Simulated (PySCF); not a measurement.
PbCl3, SMILES [Cl][Pb-]([Cl])[Cl], charge -1. Heavy atoms are numbered as in [Pb-:1]([Cl:2])([Cl:3])[Cl:4].

Coordinates come from a B3LYP-D3(BJ)/def2-SVPD optimisation. The isomer is the one that the SMILES or the coordinates give; other isomers of the formula were not compared. The def2 effective core potentials stand for the cores of Pb; spin–orbit coupling is left out.

These are PBE/def2-TZVPD in PySCF values and carry that method's errors.

Mulliken values depend strongly on the basis, most of all with diffuse functions as here. ESP charges are fitted to the potential on shells at 1.4 to 2.0 van der Waals radii. Atomic charges (e), one atom of each kind:

```csv
atom,Mulliken,ESP fit
Pb1,0.72,0.40
Cl2,-0.57,-0.46
```
